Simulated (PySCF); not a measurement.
Level of theory: PBE-D3(BJ)/def2-TZVP // PBE0-D3(BJ)/def2-TZVP run with PySCF 2.14.0. All species are isolated molecules in the gas phase. Delta-SCF ions had no search for a lower state. Excitations are Tamm–Dancoff values on a coarser integration grid. The basis has no diffuse functions, so Rydberg states are missing or too high.

Reference species (SMILES): `[Br][Al]([Br])[Br]` (neutral, multiplicity 1).

- vertical ionisation energy (Delta-SCF): 9.99 eV
- S1 excitation (TDA): 5.11 eV
- T1 excitation (TDA): 4.87 eV

Changed species: `[Br][Al]([I])[I]` (2 of 3 Br replaced by I; the reference has 0 of 3 Br replaced by I).

Problem. Predict the effect on the vertical ionisation energy (Delta-SCF), S1 excitation (TDA) and T1 excitation (TDA).

Solution. the vertical ionisation energy (Delta-SCF) decreases by 0.78 eV, to 9.21 eV; the S1 excitation (TDA) falls by 0.79 eV, to 4.32 eV; the T1 excitation (TDA) falls by 0.81 eV, to 4.06 eV.
